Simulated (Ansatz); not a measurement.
Computed with Ansatz on PBE0-D4/def2-TZVP structures; ΔE is electronic, products minus reactants. CCSD(T)/CBS is the MP2 limit (def2-TZVPP, def2-QZVPP) plus CCSD(T) − MP2 in def2-TZVPP, frozen cores. This one scheme is used for every species, atoms too. Functionals use def2-TZVPP. No spin–orbit coupling; open shells (•) take unrestricted orbitals. Spin–orbit coupling would lower the free atoms: a little for B, C, S, Si. Each species was taken in one conformer, which may not be the lowest.

`C[SiH2]BS` → B• + C• + 7 H• + S• + Si•  (atomization)

```csv
level,ΔE (kJ/mol)
BLYP-D4,3691.6
BHLYP-D4,3665.4
revPBE,3620.5
LC-ωPBE,3690.2
```

What does CCSD(T)/CBS give? (Best estimate.)

Computed: +3712.6 kJ/mol. The listed levels differ from it by -21.0, -47.2, -92.1, -22.4 kJ/mol.

What do rigid-rotor, harmonic-oscillator terms from PBE0-D4/def2-TZVP frequencies (298.15 K, 1 bar) make of the CCSD(T)/CBS value? (An estimate is asked.)

The calculation gave: ΔZPE = -200.7 kJ/mol, ΔH = +3559.2 kJ/mol, ΔS = 1106 J/(mol·K), ΔG = +3229.3 kJ/mol. Open shells count their whole term as degenerate. Modes under 50 cm⁻¹ make the entropy rough.

Largest T1 diagnostic among the species: 0.014.

The D4 term adds +35.3 kJ/mol with B3LYP and +18.6 kJ/mol with PBE0; it sums over pairs of atoms, weighted by their polarisabilities, and B3LYP, whose exchange is more repulsive, gets the larger term. In def2-TZVPP, CCSD(T) changes the Hartree–Fock value by +784.5 kJ/mol (the triples alone add +42.6 kJ/mol) and MP2 by +795.9 kJ/mol; breaking electron pairs costs correlation energy, which Hartree–Fock lacks.

B3LYP here is the variant with VWN-RPA as its local correlation; programs differ in this.

For atomizations the MP2-based limit and the directly extrapolated one differ by several kJ/mol either way, and by 10 to 25 for some Ge, Se and Sn compounds, so smaller differences from it don't rank the levels.
